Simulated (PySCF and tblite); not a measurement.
The numbers below are computed, except where a source is named.
C₆H₈O₂, numbered as in [CH:1]#[C:2][CH:3]1[CH2:4][O:5][CH2:6][O:7][CH2:8]1: conformational analysis

Geometries GFN2-xTB; weights from CAM-B3LYP-D3(BJ)/pcSseg-1 (IEF-PCM, benzene) energies and GFN2-xTB thermal corrections, with symmetry numbers and mirror pairs. Conformers within 3 kcal/mol (GFN2-xTB free energy) were kept, 8 at most. GIAO shieldings: CAM-B3LYP/pcSseg-1 (IEF-PCM, benzene). Couplings: B3LYP/6-31G* with pcJ-1 on H (gas phase; spin-dipole term only for pairs with B, N, F, Si or P). Couplings are for ¹H. H–H couplings come out 0.1 to 0.9 Hz lower than with pcJ-1 on all atoms. Shifts are against TMS (¹H), TMS (¹³C) at the same level; of two unlike H on one atom, a is the less shielded. (PySCF 2.14, tblite 0.8.)

The 6-ring runs over atoms 3–4–5–6–7–8.

```
conformer                                       shape  symmetry  E(GFN2) kcal/mol  E(DFT) kcal/mol  G(298.15 K) kcal/mol  weight %  dipole D
        1  6-ring chair (all substituents equatorial)        Cs              0.00             0.00                  0.00      94.1      1.78
        2                     6-ring chair (C2 axial)        Cs              1.73             1.67                  1.65       5.9      2.60
```

Weights (%) against temperature:

```tsv
T (K)	1	2	S(mix) cal/mol/K
150	99.6	0.4	0.06
200	98.3	1.7	0.17
250	96.4	3.6	0.31
298.15	94.1	5.9	0.44
400	89.2	10.8	0.68
```

Averaged shifts at 298.15 K. ¹H: 5.22 (H6a, 1H), 4.86 (H6b, 1H), 4.40 (H4a/H8a, 2H), 3.66 (H4b/H8b, 2H), 2.85 (H3, 1H), 1.65 (H1, 1H) ppm. ¹³C: 98.8 (C6), 87.9 (C2), 79.9 (C1), 75.8 (C4/C8), 30.3 (C3) ppm.

Averaged couplings (Hz): ³J(H3,H4a) 4.8, ³J(H3,H4b) 10.0, ²J(H4a,H4b) -11.8, ²J(H6b,H6a) -7.7.

Coordinates of conformer 1 (Å):

```xyz
16

C     3.089    0.238    0.364
C     1.917    0.427    0.207
C     0.496    0.623    0.018
C    -0.311    0.066    1.205
O    -1.697    0.177    0.952
C    -2.052   -0.483   -0.224
O    -1.411    0.023   -1.354
C    -0.007   -0.098   -1.246
H     4.118    0.091    0.500
H     0.277    1.692   -0.080
H    -0.119    0.631    2.118
H    -0.041   -0.991    1.368
H    -1.833   -1.569   -0.124
H    -3.123   -0.326   -0.367
H     0.411    0.345   -2.151
H     0.277   -1.162   -1.198
```

Coordinates of conformer 2 (Å):

```xyz
16

C     2.592    0.704   -0.989
C     1.761    0.217   -0.280
C     0.722   -0.355    0.556
C    -0.162   -1.319   -0.260
O    -0.949   -0.621   -1.200
C    -1.730    0.356   -0.586
O    -0.984    1.323    0.086
C    -0.200    0.749    1.110
H     3.330    1.125   -1.603
H     1.182   -0.898    1.388
H    -0.816   -1.877    0.431
H     0.444   -2.021   -0.835
H    -2.278    0.870   -1.377
H    -2.442   -0.126    0.123
H    -0.856    0.315    1.883
H     0.379    1.567    1.542
```

Shifts are unscaled: against experiment ¹³C can be off by 15 ppm or more and ¹H by 0.8 ppm.

Search and properties took 2.2 min on 1 thread of Arm Neoverse V1, on a host shared with other jobs (rough), launched as `OMP_NUM_THREADS=1 python ens_run.py task.json out`.


Conformer gaps in pcSseg-1 on xTB geometries can be 2 kcal/mol off for S=O, P=O and other polar bonds.